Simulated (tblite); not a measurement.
Species: C₄H₃F₂NO.
SMILES with atom numbers: `[NH2:1][C:2](=[O:3])[C:4]#[C:5][CH:6]([F:7])[F:8]` (hydrogens: H9, H10 on N1; H11 on C6)

Computed with GFN2-xTB (tblite), gas phase: L-BFGS steps from a force-field or distance-geometry start until the largest atomic force falls under 0.01 eV/Å.

Step 0: E = -720.3018 eV
```
atom  x, y, z in Å  |  force x, y, z in eV/Å
N1      2.1505   -0.3806   -1.4369   -0.670   0.193   0.017
C2      1.6698   -0.5042   -0.1767    1.843  -0.860   1.560
O3      2.3702   -0.9089    0.7655   -1.168   0.664  -1.525
C4      0.2950   -0.1416    0.0311   -0.350   0.164  -0.361
C5     -0.8562    0.1489    0.2212    0.257  -0.096   0.249
C6     -2.2532    0.5113    0.4294    0.564   0.211  -0.355
F7     -2.4344    1.8056    0.0527   -0.173  -0.018   0.117
F8     -3.0275   -0.2402   -0.3710   -0.419  -0.170  -0.156
H9      3.1104   -0.6248   -1.6146   -0.039   0.005   0.017
H10     1.5569   -0.0495   -2.1887    0.272  -0.121   0.205
H11    -2.5761    0.3868    1.4661   -0.117   0.029   0.231
```

Step 1: E = -720.3208 eV
```
atom  x, y, z in Å  |  force x, y, z in eV/Å
N1      2.1410   -0.3779   -1.4367    0.138  -0.134   0.451
C2      1.6961   -0.5165   -0.1544   -1.343   0.814  -1.966
O3      2.3535   -0.8994    0.7437    1.477  -0.829   1.873
C4      0.2900   -0.1393    0.0260    0.805  -0.141  -0.499
C5     -0.8525    0.1475    0.2248   -0.462   0.098   0.298
C6     -2.2452    0.5143    0.4244    0.126   0.022  -0.097
F7     -2.4368    1.8054    0.0544   -0.133   0.019   0.066
F8     -3.0335   -0.2426   -0.3732   -0.207  -0.024  -0.028
H9      3.1099   -0.6248   -1.6144   -0.370   0.109  -0.017
H10     1.5608   -0.0512   -2.1858   -0.028   0.017  -0.032
H11    -2.5778    0.3872    1.4694   -0.001   0.047  -0.050
```

Problem. Estimate the geometry and energy of step 2. (The exact step hangs on the optimiser's Hessian estimate; all steps are aligned on step 1, rigid shifts and turns removed.)

Solution. E = -720.3630 eV, largest force 0.694 eV/Å
```
atom  x, y, z in Å  |  force x, y, z in eV/Å
N1      2.1412   -0.3787   -1.4333    0.095  -0.027   0.005
C2      1.6884   -0.5115   -0.1672    0.129  -0.086   0.243
O3      2.3630   -0.9048    0.7558    0.041  -0.003  -0.038
C4      0.2955   -0.1401    0.0218   -0.366   0.149  -0.264
C5     -0.8557    0.1481    0.2273    0.665  -0.184   0.078
C6     -2.2435    0.5147    0.4232   -0.051   0.013  -0.027
F7     -2.4381    1.8055    0.0550   -0.124   0.027   0.050
F8     -3.0355   -0.2430   -0.3736   -0.162   0.005  -0.006
H9      3.1071   -0.6239   -1.6145   -0.251   0.069   0.009
H10     1.5609   -0.0512   -2.1858    0.017  -0.010   0.029
H11    -2.5779    0.3876    1.4693    0.006   0.047  -0.079
```

The energy changes by -0.0421 eV. The first-order estimate −F·Δx gives -0.0935 eV and the mean of the old and new forces, exact on a quadratic surface, -0.0436 eV. The step makes an angle of 5° with the force vector and moves no atom by more than 0.016 Å.

The cost below is that of the whole relaxation. Hardware: Arm Neoverse N1, one thread (shared host). Cost: 0.14 s of wall time.
